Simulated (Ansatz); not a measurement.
Computed with Ansatz on PBE0-D4/def2-TZVP structures; ΔE is electronic, products minus reactants. CCSD(T)/CBS adds triple-zeta CCSD(T) − MP2 to the extrapolated MP2 energy (def2 sets, frozen cores). DFT in def2-TZVPP. B3LYP here is the variant with VWN-RPA as its local correlation; programs differ in this. Elements past krypton have def2 core potentials. For Te outer-core shells are correlated without core-valence functions, which leaves a few kJ/mol of doubt a bond. Each species was taken in one conformer, which may not be the lowest.

Reaction (ligand exchange at a B–C bond): `BCC=N` + `NC[TeH]` → `BNC[TeH]` + `CC=N`

```
             level  ΔE (kJ/mol)  difference from CCSD(T)/CBS
            PBE-D4       -159.9                         -2.5
         r2SCAN-D4       -159.1                         -1.7
          B3LYP-D4       -162.0                         -4.6
            r2SCAN       -158.9                         -1.5
    MP2/def2-TZVPP       -161.6                         -4.2
SCS-MP2/def2-TZVPP       -159.8                         -2.4
CCSD(T)/def2-TZVPP       -160.0                         -2.6
     HF/def2-QZVPP       -149.1                          8.3
    MP2/def2-QZVPP       -160.0                         -2.6
     MP2/CBS(def2)       -158.9                         -1.5
       CCSD(T)/CBS       -157.4                            0
```

Largest T1 diagnostic among the species: 0.012.

In def2-TZVPP, CCSD(T) changes the Hartree–Fock value by −10.7 kJ/mol (the triples alone add −2.6 kJ/mol) and MP2 by −12.3 kJ/mol.
